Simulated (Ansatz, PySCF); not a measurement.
System: CH₄Al, charge 0, multiplicity 2. It need not be the lowest isomer of its formula. SMILES: [CH3][AlH]
Geometry from a B3LYP-D3(BJ)/def2-TZVP (Ansatz, a program for electronic structure) optimisation:
```xyz
6

Al    -0.1553    -0.7257    -0.2821
C      0.3902     1.0380     0.4148
H     -0.0854     1.2043     1.3877
H      0.0248     1.8209    -0.2590
H      1.4665     1.1625     0.5334
H     -1.7285    -0.9816    -0.4832
```
Charge 0, spin multiplicity 2.

Quantity: vertical electron affinity (to the singlet state of charge -1; a negative value means that the extra electron is unbound and the number depends on the basis; each state is the SCF solution reached for its spin; for the singlet the Hartree-Fock reference is unstable and T1 is 0.018), in eV. Valence correlation only, unless marked. UHF or UKS for open shells. No spin-orbit coupling. Non-relativistic. Anions need diffuse functions: aug- sets have them; def2-D sets add few. Basis-set limits of correlation are two-point, X^-3; Hartree-Fock from the larger set. [CCSD(T)-MP2]/basis is that difference in the basis named.

```csv
level,program,vertical electron affinity (eV)
M06-2X/def2-TZVPD,PySCF,___
CAM-B3LYP/def2-TZVPD,Ansatz,0.49
SCS-MP2/def2-SVPD,Ansatz,0.22
CCSD/aug-cc-pV(D+d)Z,Ansatz,___
CCSD/def2-TZVPPD,Ansatz,0.52
"RI-MP2/CBS(aug-cc-pV(T+d)Z,aug-cc-pV(Q+d)Z)+[CCSD(T)-MP2]/aug-cc-pV(T+d)Z",Ansatz,___
```

Q: What belongs in the gaps?

A: 
- M06-2X/def2-TZVPD, vertical electron affinity (eV): 0.45
- CCSD/aug-cc-pV(D+d)Z, vertical electron affinity (eV): 0.53
- RI-MP2/CBS(aug-cc-pV(T+d)Z,aug-cc-pV(Q+d)Z)+[CCSD(T)-MP2]/aug-cc-pV(T+d)Z, vertical electron affinity (eV): 0.72
